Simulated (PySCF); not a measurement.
Series SiXY, Y = methyl, computed as singlets and as triplets. Gas-phase values, no solvent. One relaxed conformer stands for each flexible species; it need not be the lowest. Strings in code marks are SMILES.

The HOMO–LUMO gap from two functionals at the same geometries (B3LYP-D3(BJ)/def2-TZVP), both in PySCF: PBE-D3(BJ)/def2-TZVP and B3LYP-D3(BJ)/def2-TZVP. B3LYP has the VWN-RPA correlation part, as in Gaussian. 

```csv
species,B3LYP-D3(BJ)/def2-TZVP (eV)
"X = methyl, multiplicity 1 (`C[Si]C` (lower singlet))",3.50
"X = fluoro, multiplicity 1 (`C[Si]F` (lower singlet))",4.11
"X = chloro, multiplicity 1 (`C[Si]Cl` (lower singlet))",3.81
"X = hydroxy, multiplicity 1 (`[Si](C)O` (lower singlet; C–Si–O–H torsion 0°))",4.33
"X = amino, multiplicity 1 (`C[Si]N` (lower singlet))",4.62
"X = cyano, multiplicity 1 (`C[Si]C#N` (lower singlet))",3.50
"X = boryl, multiplicity 1 (`[Si](B)C` (singlet; the order of the spin states depends on the level))",3.26
"X = ethynyl, multiplicity 1 (`C#C[Si]C` (lower singlet))",3.36
"X = vinyl, multiplicity 1 (`C=C[Si]C` (lower singlet; C–C–Si–C torsion 179°))",3.35
"X = H, multiplicity 1 (`C[SiH]` (lower singlet))",3.40
```

Problem. What does PBE-D3(BJ)/def2-TZVP give for each?

Solution. 
- X = methyl, multiplicity 1 (`C[Si]C` (lower singlet)): 1.97
- X = fluoro, multiplicity 1 (`C[Si]F` (lower singlet)): 2.52
- X = chloro, multiplicity 1 (`C[Si]Cl` (lower singlet)): 2.27
- X = hydroxy, multiplicity 1 (`[Si](C)O` (lower singlet; C–Si–O–H torsion 0°)): 2.79
- X = amino, multiplicity 1 (`C[Si]N` (lower singlet)): 3.08
- X = cyano, multiplicity 1 (`C[Si]C#N` (lower singlet)): 1.94
- X = boryl, multiplicity 1 (`[Si](B)C` (singlet; the order of the spin states depends on the level)): 1.78
- X = ethynyl, multiplicity 1 (`C#C[Si]C` (lower singlet)): 1.85
- X = vinyl, multiplicity 1 (`C=C[Si]C` (lower singlet; C–C–Si–C torsion 179°)): 1.79
- X = H, multiplicity 1 (`C[SiH]` (lower singlet)): 1.84
Over these rows, drawn at random from the members with no instability flagged (it was tested for open shells, ions and some series alone), PBE minus B3LYP-D3(BJ): mean -1.54 eV, from -1.59 eV to -1.48 eV.
